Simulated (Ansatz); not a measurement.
`ClC[SiH2]CCl` → `C[SiH](Cl)CCl`  (isomerisation)

Isolated molecules relaxed with PBE0-D4/def2-TZVP in Ansatz; ΔE leaves out vibrations. CBS: MP2 limit from def2 TZ/QZ plus the TZ coupled-cluster correction, frozen cores. DFT in def2-TZVPP. B3LYP here is the variant with VWN-RPA as its local correlation; programs differ in this. One conformer a species, not always the lowest.

`ClC[SiH2]CCl`:

```xyz
11

Cl   -1.549    1.003    1.644
C    -0.466    1.451    0.295
Si   -0.204   -0.046   -0.811
C     0.589   -1.424    0.193
Cl    2.168   -0.863    0.814
H    -0.930    2.281   -0.239
H     0.473    1.797    0.728
H    -1.517   -0.508   -1.334
H     0.693    0.322   -1.938
H    -0.024   -1.695    1.052
H     0.768   -2.318   -0.405
```

`C[SiH](Cl)CCl`:

Cartesian coordinates in Å:
```
C 1.487 0.410 -0.364
Si -0.079 0.358 0.625
Cl -0.870 2.262 0.768
C -1.394 -0.698 -0.199
Cl -0.776 -2.373 -0.291
H 2.235 1.030 0.135
H 1.303 0.827 -1.357
H 1.891 -0.598 -0.479
H 0.141 -0.137 2.004
H -2.322 -0.716 0.372
H -1.616 -0.366 -1.214
```

| level | ΔE (kJ/mol) | difference from CCSD(T)/CBS |
| --- | --- | --- |
| PBE-D4 | -177.0 | 6.0 |
| r2SCAN-D4 | -187.4 | -4.4 |
| PBE0-D4 | -182.3 | 0.7 |
| B3LYP-D4 | -179.7 | 3.3 |
| ωB97X-V | -180.6 | 2.4 |
| ωB97M-V | -184.0 | -1.0 |
| B2PLYP | -183.4 | -0.4 |
| PBE | -177.5 | 5.5 |
| r2SCAN | -187.5 | -4.5 |
| PBE0 | -182.8 | 0.2 |
| B3LYP | -180.7 | 2.3 |
| HF/def2-TZVPP | -187.1 | -4.1 |
| MP2/def2-TZVPP | -188.2 | -5.2 |
| SCS-MP2/def2-TZVPP | -182.8 | 0.2 |
| CCSD/def2-TZVPP | -182.4 | 0.6 |
| CCSD(T)/def2-TZVPP | -181.0 | 2.0 |
| HF/def2-QZVPP | -187.3 | -4.3 |
| MP2/def2-QZVPP | -189.4 | -6.4 |
| SCS-MP2/def2-QZVPP | -184.4 | -1.4 |
| HF/CBS(def2) | -187.3 | -4.3 |
| MP2/CBS(def2) | -190.2 | -7.2 |
| CCSD/CBS(def2) | -184.4 | -1.4 |
| CCSD(T)/CBS | -183.0 | 0 |

Largest T1 diagnostic among the species: 0.010.

From PBE to PBE0 (25 % exact exchange), in def2-TZVPP and without D4, ΔE moves by −5.3 kJ/mol.

CCSD(T)/CBS has its own doubt, a few kJ/mol and more with outer-core shells, so smaller differences from it don't rank the levels.
